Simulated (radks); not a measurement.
The numbers below are computed, except where a source is named.
Initial-state core-level shifts of neutral lanthanum when its valence configuration changes from [Xe] 5d1 6s2. Code: a radial shooting solver on a logarithmic mesh with Libxc functionals. Model: Dirac Kohn-Sham, PBEsol, spin-unpolarised, spherical densities, finite nucleus; open shells fill j = l - 1/2 first; Fermi nuclear charge, rms radius 4.855 fm. Shifts are changes of the shell-averaged eigenvalues in eV (positive: less bound); the change of the density at the nucleus, which sets a Mossbauer isomer shift, is in e/bohr^3, on a base of 3.512e+05.

[
 {"valence": "5d0.5 6s2 6p0.5", "1s": "-1.485", "4s": "-1.510", "4d": "-1.510", "5s": "-1.434", "density at nucleus": "+4.46"},
 {"valence": "4f0.5 5d0.5 6s2", "1s": "+3.240", "4s": "+3.813", "4d": "+3.493", "5s": "+1.614", "density at nucleus": "-12.59"},
 {"valence": "5d2 6s1", "1s": "+1.664", "4s": "+1.719", "4d": "+1.723", "5s": "+1.639", "density at nucleus": "-20.00"},
 {"valence": "4f2 5d0.5 6p0.5", "1s": "+5.844", "4s": "+7.270", "4d": "+6.594", "5s": "+2.451", "density at nucleus": "-56.22"},
 {"valence": "4f0.5 6s2 6p0.5", "1s": "+1.839", "4s": "+2.392", "4d": "+2.066", "5s": "+0.226", "density at nucleus": "-8.52"},
 {"valence": "5d1 6s1.5 6p0.5", "1s": "-0.517", "4s": "-0.516", "4d": "-0.515", "5s": "-0.510", "density at nucleus": "-7.28"},
 {"valence": "6s2 6p1", "1s": "-3.029", "4s": "-3.078", "4d": "-3.075", "5s": "-2.897", "density at nucleus": "+9.46"},
 {"valence": "5d1 6s1 6p1", "1s": "-1.017", "4s": "-1.016", "4d": "-1.013", "5s": "-1.003", "density at nucleus": "-14.91"}
]
